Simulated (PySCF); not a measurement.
Species: P4S4 realgar, P₄S₄.
Structure used (PBE0-D3(BJ)/def2-SVP), in Å, numbered top down from 1:
```
atom  x, y, z in Å
P1     0.5489    1.1466    1.2981
S2    -1.3785    1.6210    0.5370
P3    -1.5723    0.0687   -0.9021
S4     0.0559    0.7198   -2.1019
P5     1.6377    0.4678   -0.7045
S6     1.4138   -1.6414   -0.5545
P7    -0.5437   -1.7235    0.2651
S8    -0.0237   -0.7447    2.0791
```

NICS is the negative of the GIAO shielding at a point without a nucleus: at the ring centre (0) and 1 Å above and below it (1); zz is the component along the ring normal. Level: GIAO PBE0/pcSseg-1 (PySCF, non-relativistic, gas phase) on the PBE0-D3(BJ)/def2-SVP geometry, one conformer.

Ring bond lengths (Å), with Mayer bond orders in brackets: P1–S2 2.126 (0.95), S2–P3 2.126 (0.95), P3–S4 2.125 (0.95), S4–P5 2.126 (0.95), P5–P1 2.378 (0.74); P1–S2 2.126 (0.95), S2–P3 2.126 (0.95), P3–P7 2.373 (0.74), P7–S8 2.126 (0.95), S8–P1 2.125 (0.95); P1–P5 2.378 (0.74), P5–S6 2.126 (0.95), S6–P7 2.124 (0.95), P7–S8 2.126 (0.95), S8–P1 2.125 (0.95).

Task: Give the NICS values of each ring in ppm.

Result: 
```csv
ring,type,NICS(0),"NICS(1), two faces","NICS(1)zz, two faces",rms pucker (Å),"centre to ring atoms, mean (Å)"
P1–S2–P3–S4–P5,5-membered ring with 3 P and 2 S,-20.2,-11.9 / -23.2,-18.0 / -24.0,0.40,1.77
P1–S2–P3–P7–S8,5-membered ring with 3 P and 2 S,-20.2,-11.9 / -23.2,-18.0 / -23.9,0.40,1.77
P1–P5–S6–P7–S8,5-membered ring with 3 P and 2 S,-20.2,-11.9 / -23.2,-18.0 / -24.0,0.40,1.77
```

Task: What do they say, and how far can they be read as aromaticity?

Result: 
- P1–S2–P3–S4–P5: mean NICS(1)zz -21.0 ppm, shielded. P7, outside the ring, lies 1.65 Å from a NICS(1) probe. The ring is puckered (0.40 Å rms). The two faces differ by 6.0 ppm, so no symmetry operation interchanges them.
- P1–S2–P3–P7–S8: mean NICS(1)zz -21.0 ppm, shielded. P5, outside the ring, lies 1.65 Å from a NICS(1) probe. The ring is puckered (0.40 Å rms). The two faces differ by 5.9 ppm, so no symmetry operation interchanges them.
- P1–P5–S6–P7–S8: mean NICS(1)zz -21.0 ppm, shielded. P3, outside the ring, lies 1.65 Å from a NICS(1) probe. The ring is puckered (0.40 Å rms). The two faces differ by 6.0 ppm, so no symmetry operation interchanges them.

Task: What field does 11.7 T along the ring normal induce along that normal at the second NICS(1) probe listed for ring P1–S2–P3–P7–S8, 1 Å off the ring?

Result: NICSzz × B0 = -23.9 ppm × 11.7 T = -280 μT, against the applied field.

Task: What are the shieldings of the ring atoms and their hydrogens in the same run (means over atoms taken as equivalent)?

Result: 
| atoms | environment | σ isotropic (ppm) | principal values of the symmetric part, first atom (ppm) |
| --- | --- | --- | --- |
| P1 (×4) | phosphorus bonded to P and 2 S | 87.3 | -27.9, 122.8, 167.4 |
| S2 (×4) | sulfur bonded to 2 P | 229.7 | 130.9, 227.8, 327.8 |

Task: How do the values depend on the level or the medium?

Result: 
```csv
level,"NICS(0), P1–S2–P3–S4–P5","mean NICS(1)zz, P1–S2–P3–S4–P5","NICS(0), P1–S2–P3–P7–S8","mean NICS(1)zz, P1–S2–P3–P7–S8","NICS(0), P1–P5–S6–P7–S8","mean NICS(1)zz, P1–P5–S6–P7–S8"
"PBE0/pcSseg-1, gas",-20.2,-21.0,-20.2,-21.0,-20.2,-21.0
"wB97X-D/pcSseg-1, gas",-19.5,-20.2,-19.5,-20.2,-19.5,-20.2
```

The geometry is the same throughout.
